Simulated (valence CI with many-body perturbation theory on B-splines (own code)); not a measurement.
Pb³²⁺: E2, M1 decay

Level of theory: valence CI with perturbative core correlation (CI+MBPT): four valence electrons over a frozen Dirac-Fock core [Kr] 4d10, a basis of 7 s, 7 p, 7 d, 7 f, 4 g, 2 h functions for each j, with the one-electron correlation potential Σ1 (screened to all orders), the two-electron term Σ2, the three-electron term Σ3, Breit, model QED; selected single and double excitations, second order for the rest, scaled by the run's own slope (own B-spline code, finite nucleus).

No measured spectrum was set against this ion. As an estimate, large intervals hold to a few tenths of a per cent, small ones and those within an open d or f shell to about a per cent. Excitations out of the core, of the other parity, are not computed and may begin above about 199 eV (a cautious bound); beyond it only levels of the ground parity were kept, without lifetimes.

Lines 51 to 100 of 120 in falling wavelength, among levels below 1606200 cm⁻¹, chosen from the decays that carry over 1 % of a level's rate. Wavelengths and rates use the calculated energies. Electric multipoles are in the length gauge, E1 and E2 with the static RPA response of the core. Weak lines are less certain than strong ones. Lines between different terms over intervals too small for the method are left out, as are lines whose strength nearly cancels. Where a level lies close to another of its J and parity, the split of strength between their lines is uncertain.

Levels are named by their leading jj configuration (3d3/2^4 stands for four electrons in 3d with j = 3/2), which in mixed levels can hold well under half, so a name can repeat and another be missing. Letters in brackets count levels of one name in rising energy.

```csv
λ vac (Å),Upper,Lower,Type,A (s⁻¹),Branch %
2048,(4f5/2^2 4f7/2^2) J=2 [b],(4f5/2^3 4f7/2) J=2 [b],M1,1.85e+03,50.3
2046,(4f5/2^2 4f7/2^2) J=1 [a],(4f5/2^3 4f7/2) J=2 [b],M1,1.23e+03,43.9
2031,(4f5/2^2 4f7/2^2) J=7 [a],(4f5/2^3 4f7/2) J=6,M1,2.20e+03,70.5
2030,(4f5/2^2 4f7/2^2) J=3 [a],(4f5/2^3 4f7/2) J=2 [a],M1,2.80e+03,62.8
1978,(4f5/2^2 4f7/2^2) J=2 [a],(4f5/2^3 4f7/2) J=3 [a],M1,1.24e+03,25.8
1966,(4f5/2^2 4f7/2^2) J=4 [c],(4f5/2^3 4f7/2) J=5 [b],M1,3.55e+02,13.1
1956,(4f5/2^3 4f7/2) J=1 [b],(4f5/2^3 4f7/2) J=2 [b],M1,5.92e+02,31.2
1919,(4f5/2^2 4f7/2^2) J=3 [a],(4f5/2^3 4f7/2) J=3 [a],M1,1.34e+03,30.0
1896,(4f5/2^3 4f7/2) J=4 [b],(4f5/2^3 4f7/2) J=3 [b],M1,1.90e+02,10.3
1871,(4f5/2^2 4f7/2^2) J=6 [c],(4f5/2^2 4f7/2^2) J=6 [a],M1,3.86e+02,24.0
1833,(4f5/2^2 4f7/2^2) J=6 [c],(4f5/2^3 4f7/2) J=5 [b],M1,6.80e+02,42.3
1819,(4f5/2^2 4f7/2^2) J=2 [b],(4f5/2^3 4f7/2) J=2 [a],M1,2.96e+02,8.1
1770,(4f5/2^2 4f7/2^2) J=3 [b],(4f5/2^3 4f7/2) J=2 [b],M1,4.03e+02,25.4
1730,(4f5/2^2 4f7/2^2) J=2 [b],(4f5/2^3 4f7/2) J=3 [a],M1,9.09e+01,2.5
1699,(4f5/2^2 4f7/2^2) J=3 [b],(4f5/2^3 4f7/2) J=3 [b],M1,5.42e+02,34.2
1685,(4f5/2^3 4f7/2) J=4 [b],(4f5/2^3 4f7/2) J=3 [a],M1,2.22e+01,1.2
1683,(4f5/2^2 4f7/2^2) J=4 [b],(4f5/2^3 4f7/2) J=4 [a],M1,2.21e+03,35.4
1656,(4f5/2^2 4f7/2^2) J=2 [a],(4f5/2^3 4f7/2) J=1 [a],M1,2.10e+03,43.6
1597,(4f5/2^3 4f7/2) J=5 [b],(4f5/2^3 4f7/2) J=5 [a],M1,3.94e+02,29.8
1596,(4f5/2^2 4f7/2^2) J=3 [b],(4f5/2^3 4f7/2) J=2 [a],M1,1.89e+02,11.9
1570,(4f5/2^2 4f7/2^2) J=6 [a],(4f5/2^3 4f7/2) J=5 [a],M1,4.56e+03,89.2
1566,(4f5/2^2 4f7/2^2) J=9,(4f5/2^3 4f7/2) J=8,M1,2.00e+03,90.4
1562,(4f5/2^2 4f7/2^2) J=3 [a],(4f5/2^3 4f7/2) J=4 [a],M1,6.34e+01,1.4
1556,(4f5/2^3 4f7/2) J=4 [a],(4f5/2^4) J=4,M1,2.64e+03,94.2
1527,(4f5/2^2 4f7/2^2) J=3 [b],(4f5/2^3 4f7/2) J=3 [a],M1,5.91e+01,3.7
1523,(4f5/2^2 4f7/2^2) J=4 [c],(4f5/2^3 4f7/2) J=3 [b],M1,2.04e+02,7.6
1494,(4f5/2^4) J=0,(4f5/2^4) J=2,E2,2.38e+00,68.3
1492,(4f5/2^2 4f7/2^2) J=5 [a],(4f5/2^3 4f7/2) J=4 [a],M1,6.10e+02,30.2
1478,(4f5/2^2 4f7/2^2) J=2 [b],(4f5/2^3 4f7/2) J=1 [a],M1,1.26e+03,34.4
1478,(4f5/2^2 4f7/2^2) J=2 [c],(4f5/2^3 4f7/2) J=3 [b],M1,2.27e+03,33.7
1477,(4f5/2^2 4f7/2^2) J=1 [a],(4f5/2^3 4f7/2) J=1 [a],M1,1.05e+03,37.6
1430,(4f5/2^3 4f7/2) J=1 [b],(4f5/2^3 4f7/2) J=1 [a],M1,7.83e+02,41.3
1427,(4f5/2^2 4f7/2^2) J=5 [b],(4f5/2^3 4f7/2) J=4 [a],M1,1.78e+03,49.9
1403,(4f5/2^3 4f7/2) J=4 [b],(4f5/2^3 4f7/2) J=4 [a],M1,1.29e+03,70.0
1399,(4f5/2^2 4f7/2^2) J=2 [c],(4f5/2^3 4f7/2) J=2 [a],M1,2.37e+03,35.2
1390,(4f5/2^2 4f7/2^2) J=8 [b],(4f5/2^3 4f7/2) J=7,M1,9.38e+02,65.3
1387,(4f5/2^2 4f7/2^2) J=6 [b],(4f5/2^3 4f7/2) J=7,M1,3.19e+02,28.4
1384,(4f5/2^2 4f7/2^2) J=4 [c],(4f5/2^3 4f7/2) J=3 [a],M1,1.26e+03,46.7
1368,(4f5/2^2 4f7/2^2) J=4 [a],(4f5/2^3 4f7/2) J=5 [a],M1,2.41e+02,12.1
1357,(4f5/2^2 4f7/2^2) J=5 [a],(4f5/2^3 4f7/2) J=6,M1,4.53e+02,22.5
1346,(4f5/2^2 4f7/2^2) J=2 [c],(4f5/2^3 4f7/2) J=3 [a],M1,7.76e+02,11.5
1313,(4f5/2^3 4f7/2) J=3 [a],(4f5/2^4) J=4,M1,4.68e+02,49.8
1303,(4f5/2^2 4f7/2^2) J=5 [b],(4f5/2^3 4f7/2) J=6,M1,1.15e+02,3.2
1292,(4f5/2^2 4f7/2^2) J=3 [b],(4f5/2^3 4f7/2) J=4 [a],M1,1.45e+02,9.1
1252,(4f5/2^2 4f7/2^2) J=0 [a],(4f5/2^3 4f7/2) J=1 [a],M1,1.00e+03,93.9
1208,(4f5/2^3 4f7/2) J=3 [b],(4f5/2^4) J=4,M1,3.71e+02,16.6
1188,(4f5/2^2 4f7/2^2) J=2 [c],(4f5/2^3 4f7/2) J=1 [a],M1,1.02e+03,15.1
1188,(4f5/2^2 4f7/2^2) J=4 [c],(4f5/2^3 4f7/2) J=4 [a],M1,3.63e+02,13.5
1185,(4f5/2^2 4f7/2^2) J=6 [b],(4f5/2^3 4f7/2) J=6,M1,2.24e+02,19.9
1158,(4f5/2^2 4f7/2^2) J=2 [a],(4f5/2^4) J=2,M1,7.74e+01,1.6
```
